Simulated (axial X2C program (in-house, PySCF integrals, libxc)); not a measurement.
Outer orbitals of TlF at 2.100 Å, B3LYP

All values were computed with an axial X2C code built on PySCF integrals. Spin-free means the one-electron spin-free X2C Hamiltonian; two-component (2c) means X2C with spin–orbit coupling and atomic mean-field two-electron Coulomb and Gaunt terms, so the difference of the two also holds small scalar two-electron terms. Basis: Tl dyall-cv4z [14s16p11d7f3g], F dyall-av4z [8s7p4d3f2g] (cores contracted in-house); Gaussian nuclei, density fitting, unrestricted open shells. Masses: Tl 204.974 u, F 18.998 u.

The distance is close to the 2c PBE0 minimum; the highest filled and lowest empty levels are listed.

Spin-free orbitals, state M_S = 0, Λ = 0 (closed shell) (Löwdin shares):

```csv
symmetry,occupied,ε (eV),atomic character
σα,yes,-28.60,"87% F s, 5% Tl d, 3% Tl p"
δ+α,yes,-17.48,100% Tl d
δ-α,yes,-17.48,100% Tl d
π+α,yes,-17.30,98% Tl d
π-α,yes,-17.30,98% Tl d
σα,yes,-17.25,"94% Tl d, 3% F p"
σα,yes,-11.28,"52% Tl s, 43% F p, 3% F s"
π+α,yes,-8.67,"93% F p, 3% Tl p, 2% Tl d"
π-α,yes,-8.67,"93% F p, 3% Tl p, 2% Tl d"
σα,yes,-7.81,"51% F p, 27% Tl s, 15% Tl p"
π+α,no,-1.88,"88% Tl p, 6% F p, 3% Tl d"
π-α,no,-1.88,"88% Tl p, 6% F p, 3% Tl d"
σα,no,-0.41,"78% Tl p, 7% Tl d, 5% Tl s"
σα,no,0.59,"78% Tl s, 9% Tl p, 5% F s"
```

One partner of each degenerate Kramers or spin pair is listed.

Spinors with spin–orbit coupling (state Ω = 0):

| ω | occupied | ε (eV) | atomic character | λ mixture |
| --- | --- | --- | --- | --- |
| 1/2 | yes | -28.68 | 87% F s, 5% Tl d, 3% Tl p | 100% σ |
| 3/2 | yes | -18.75 | 100% Tl d | 82% δ, 18% π |
| 1/2 | yes | -18.57 | 97% Tl d | 61% π, 39% σ |
| 5/2 | yes | -16.62 | 100% Tl d | 100% δ |
| 3/2 | yes | -16.48 | 98% Tl d | 82% π, 18% δ |
| 1/2 | yes | -16.44 | 95% Tl d, 3% F p | 61% σ, 39% π |
| 1/2 | yes | -11.29 | 51% Tl s, 43% F p, 3% F s | 100% σ |
| 1/2 | yes | -8.76 | 92% F p, 3% Tl p, 2% Tl d | 100% π |
| 3/2 | yes | -8.71 | 93% F p, 2% Tl p, 2% Tl d | 100% π |
| 1/2 | yes | -7.86 | 50% F p, 28% Tl s, 15% Tl p | 99% σ, 1% π |
| 1/2 | no | -2.27 | 86% Tl p, 7% F p, 3% F d | 97% π, 3% σ |
| 3/2 | no | -1.60 | 88% Tl p, 6% F p, 3% Tl d | 100% π |
| 1/2 | no | -0.39 | 79% Tl p, 7% Tl d, 5% Tl s | 97% σ, 3% π |
| 1/2 | no | 0.59 | 76% Tl s, 11% Tl p, 5% F s | 97% σ, 3% π |

One partner of each degenerate Kramers or spin pair is listed.

(1) How does the gap between the highest filled and lowest empty level change from the spin-free to the 2c table?

Mulliken charges and populations of the two-component result (they depend on the basis, above all on diffuse functions):

Tl 0.65 e (s 11.96 p 24.36 d 30.01 f 14.02), F -0.65 e (s 3.98 p 5.66 d 0.01).

The state is one determinant whose occupation by symmetry is held fixed; it was picked as the lowest of a PBE0 search that is not exhaustive.

## Answers

(1) From 5.93 to 5.59 eV at B3LYP, a change of -0.34 eV.
